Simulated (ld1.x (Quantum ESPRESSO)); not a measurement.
**u(r) = r·R(r): atom against pseudo-atom (titanium (Ti))**

Columns: radius, all-electron u(r) and pseudo u(r) of the 4p shell (level -1.47 eV) of titanium in the configuration [Ar] 3d2 4s2 4p0; PBE, scalar-relativistic, TM scheme, ld1.x (Quantum ESPRESSO) 7.5.

| r (bohr) | all-electron | pseudo |
| --- | --- | --- |
| 0.135 | 0.0995 | 0.0020 |
| 0.270 | 0.0681 | 0.0077 |
| 0.405 | -0.0353 | 0.0170 |
| 0.540 | -0.1245 | 0.0293 |
| 0.675 | -0.1736 | 0.0439 |
| 0.810 | -0.1830 | 0.0604 |
| 0.945 | -0.1626 | 0.0780 |
| 1.080 | -0.1226 | 0.0962 |
| 1.215 | -0.0717 | 0.1150 |
| 1.350 | -0.0159 | 0.1345 |
| 1.485 | 0.0409 | 0.1549 |
| 1.620 | 0.0961 | 0.1768 |
| 1.755 | 0.1483 | 0.2008 |
| 1.890 | 0.1967 | 0.2272 |
| 2.025 | 0.2409 | 0.2562 |
| 2.160 | 0.2809 | 0.2870 |
| 2.295 | 0.3166 | 0.3183 |
| 2.430 | 0.3484 | 0.3486 |
| 2.565 | 0.3763 | 0.3763 |
| 2.700 | 0.4005 | 0.4005 |
| 2.835 | 0.4211 | 0.4211 |
| 2.970 | 0.4384 | 0.4384 |
| 3.105 | 0.4525 | 0.4525 |
| 3.240 | 0.4635 | 0.4635 |
| 3.375 | 0.4719 | 0.4719 |
| 3.510 | 0.4777 | 0.4777 |

(1) How many radial nodes do the two functions have?

(2) At about which radius was the pseudo-wave matched?

(3) Is the pseudo-wave norm-conserving?

## Answers

(1) The all-electron 4p function has n − l − 1 = 2; the pseudo-wave has 0, since the states of the same l below it are removed with the core.

(2) 2.70 bohr. The columns agree to 0.0005 from 2.43 bohr on; several derivatives are matched, so the curves merge somewhat inside the radius.

(3) Yes: the TM scheme keeps the norm inside the radius equal to the all-electron one, which fixes the energy derivative of the logarithmic derivative at the level.
